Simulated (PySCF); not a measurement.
C5H7BFN.
SMILES with atom numbers: `[F:1][BH2-:2][n+:3]1[cH:4][cH:5][cH:6][cH:7][cH:8]1` (hydrogens: H9, H10 on B2; H11 on C4; H12 on C5; H13 on C6; H14 on C7; H15 on C8)

Cartesian coordinates in Å at the GFN2-xTB level; atoms count from 1:
```
atom  x, y, z in Å
F1     2.575   -1.444    0.020
B2     2.245   -0.095   -0.048
N3     0.658   -0.024   -0.011
C4    -0.070   -1.132    0.060
C5    -1.453   -1.100    0.085
C6    -2.099    0.124    0.036
C7    -1.326    1.276   -0.034
C8     0.048    1.158   -0.056
H9     2.575    0.379   -1.095
H10    2.629    0.495    0.917
H11    0.485   -2.057    0.096
H12   -2.009   -2.023    0.140
H13   -3.177    0.183    0.053
H14   -1.783    2.251   -0.073
H15    0.698    2.018   -0.112
```

The closed-shell ground state was solved at several levels (PySCF, density fitting, gas phase, non-relativistic).

```tsv
level	basis functions	total energy (Eh)	HOMO (eV)	LUMO (eV)	gap (eV)	dipole (D)
PBE0/pcSseg-1	171	-373.7770	-7.05	-2.09	4.96	7.18
wB97X-D/def2-SVPD	219	-373.8635	-8.98	-0.37	8.61	7.25
```

Question: Estimate the row for B3LYP/pcJ-1, a basis of 286 functions; the other rows only guide the guess.

Answer: Total energy -374.2658 Eh, HOMO -6.86 eV, LUMO -2.25 eV, gap 4.61 eV, dipole 7.21 D.

Question: Over all these levels, which gives the widest orbital gap and which the narrowest?

Answer: wB97X-D/def2-SVPD (range-separated hybrid) has the widest, 8.61 eV, and B3LYP/pcJ-1 (global hybrid, 20 % exact exchange) the narrowest, 4.61 eV. Functional and basis both differ between the two, so the spread mixes both effects.

Question: How far do the dipole and the HOMO energy spread over the levels?

Answer: The dipole runs from 7.18 to 7.25 D (mean 7.22 D) and the HOMO from -8.98 to -6.86 eV.

One conformer stands for the species.

Note: wB97X-D ran without an empirical dispersion term, which enters the total energy and its gradient alone.
